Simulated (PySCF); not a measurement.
Geometry (Å), atoms numbered from 1 in this order:
```xyz
23

C    -2.108    1.449    0.678
N    -1.403    0.377    0.025
C    -2.012   -0.908    0.250
C     0.037    0.422    0.180
C     0.613   -0.003    1.550
C     2.131    0.197    1.606
Si    2.938   -0.675    0.108
Si    1.022   -0.468   -1.219
H    -1.678    2.419    0.386
H    -3.165    1.447    0.365
H    -2.097    1.393    1.790
H    -2.036   -1.218    1.318
H    -1.478   -1.688   -0.313
H    -3.054   -0.895   -0.109
H     0.334    1.478    0.027
H     0.120    0.568    2.357
H     0.374   -1.065    1.737
H     2.551   -0.158    2.561
H     2.371    1.272    1.537
H     3.285   -2.096    0.429
H     4.177    0.019   -0.359
H     0.426   -1.783   -1.611
H     1.124    0.388   -2.438
```

Geometry: PBE0-D3(BJ)/def2-SVP; GIAO shifts from PySCF 2.14.0 with density-fitted response routines, gas phase, non-relativistic, averaged over equivalent atoms.

At PBE0/pcSseg-1 (225 basis functions, 36 s wall time on 1 thread of an Intel Xeon 6975P-C, shared host):
```csv
atoms,δ (ppm)
C4,62.0
C1/C3,42.3
C5,19.5
C6,7.7
N2,27.8
Si7,-67.9
Si8,-80.1
H22,3.88
H21,3.84
H20,3.74
H23,3.65
H9/H10/H11/H12/H13/H14,2.32
H15,2.28
H16,2.11
H18,1.31
H17,1.00
H19,0.32
```

Referencing at the same level of theory: 13C (σ = 184.41 ppm), 29Si (σ = 351.99 ppm), 1H (σ = 31.27 ppm) vs TMS; 15N (σ = 265.67 ppm) vs NH3.

Predict the values at CAM-B3LYP/pcSseg-1 on the same geometry.

Results:


```json
{"atoms": "C4", "δ at CAM-B3LYP/pcSseg-1": "61.1", "change": "-0.9"}
{"atoms": "C1/C3", "δ at CAM-B3LYP/pcSseg-1": "42.3", "change": "+0.0"}
{"atoms": "C5", "δ at CAM-B3LYP/pcSseg-1": "19.2", "change": "-0.3"}
{"atoms": "C6", "δ at CAM-B3LYP/pcSseg-1": "7.3", "change": "-0.4"}
{"atoms": "N2", "δ at CAM-B3LYP/pcSseg-1": "28.0", "change": "+0.2"}
{"atoms": "Si7", "δ at CAM-B3LYP/pcSseg-1": "-67.9", "change": "+0.0"}
{"atoms": "Si8", "δ at CAM-B3LYP/pcSseg-1": "-77.3", "change": "+2.8"}
{"atoms": "H22", "δ at CAM-B3LYP/pcSseg-1": "3.80", "change": "-0.08"}
{"atoms": "H21", "δ at CAM-B3LYP/pcSseg-1": "3.73", "change": "-0.11"}
{"atoms": "H20", "δ at CAM-B3LYP/pcSseg-1": "3.63", "change": "-0.11"}
{"atoms": "H23", "δ at CAM-B3LYP/pcSseg-1": "3.59", "change": "-0.06"}
{"atoms": "H9/H10/H11/H12/H13/H14", "δ at CAM-B3LYP/pcSseg-1": "2.31", "change": "-0.01"}
{"atoms": "H15", "δ at CAM-B3LYP/pcSseg-1": "2.09", "change": "-0.19"}
{"atoms": "H16", "δ at CAM-B3LYP/pcSseg-1": "2.06", "change": "-0.05"}
{"atoms": "H18", "δ at CAM-B3LYP/pcSseg-1": "1.21", "change": "-0.10"}
{"atoms": "H17", "δ at CAM-B3LYP/pcSseg-1": "0.97", "change": "-0.03"}
{"atoms": "H19", "δ at CAM-B3LYP/pcSseg-1": "0.24", "change": "-0.08"}
```

Referencing at the same level of theory: TMS for 13C (σref 182.45), 29Si (σref 343.41), 1H (σref 31.33); 15N (σref 267.29) vs NH3.

The largest change is at Si8 (silicon bonded to C, Si, 2 H, in a 5-membered ring). Cost: 225 basis functions, 47 s wall time on 1 thread of an Intel Xeon 6975P-C, shared host. The order of the carbon signals is the same at both levels.

Experimental scales use liquid or dissolved standards, which lie at an offset from isolated NH3 (liquid NH3: subtract about 20 ppm).
